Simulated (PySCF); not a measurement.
Excitation energy of Be by level of theory

Be [He] 2s2 (1S) → Be [He] 2p2 (3P), as a difference of total energies. All numbers are calculated (PySCF 2.14, no relativity, point nucleus, in dyall-av2z). Correlated levels: valence: 1s2 frozen; virtual orbitals above 40 to 60 times the deepest correlated orbital energy dropped. The calculations carry no spin-orbit coupling.

Task: Order these methods by the excitation energy they give, lowest first.
A. SCS-MP2 (valence)
B. PBE
C. B97-3
D. MN15

Result: B (5.937 eV), C (6.347 eV), D (6.407 eV), A (7.288 eV).

Errors of the correlated levels include the incompleteness of this basis and the frozen core.

For comparison: 7.401 eV (measured; NIST levels, between the centres of gravity of the two terms).
